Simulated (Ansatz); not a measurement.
`NC(O)BF` at its PBE0-D4/def2-TZVP geometry, where that method's forces vanish. The species carries charge 0 and has multiplicity 1.

```xyz
10

N    -1.1384    0.1599    0.4303
C    -0.0297    0.0188   -0.5175
O    -0.0778   -1.2407   -1.1263
B     1.2469    0.1807    0.3798
F     1.8053    1.3772    0.4997
H    -0.9996   -0.3780    1.2790
H    -1.3360    1.1241    0.6635
H    -0.1430    0.8324   -1.2481
H    -0.9805   -1.3694   -1.4395
H     1.6526   -0.7051    1.0791
```

Problem. What forces (eV/Å) does r2SCAN-D4/def2-TZVPP give on these atoms in Ansatz 0.2.0? (Estimate.)

Solution. Ansatz gave: 
```
N1  -0.217  0.004  0.107
C2   0.256  0.247 -0.058
O3   0.029 -0.304 -0.101
B4  -0.051 -0.179  0.010
F5   0.058  0.171  0.016
H6   0.022 -0.011  0.043
H7   0.006  0.040  0.030
H8  -0.028  0.034 -0.010
H9  -0.056 -0.009 -0.034
H10 -0.020  0.007 -0.003
```
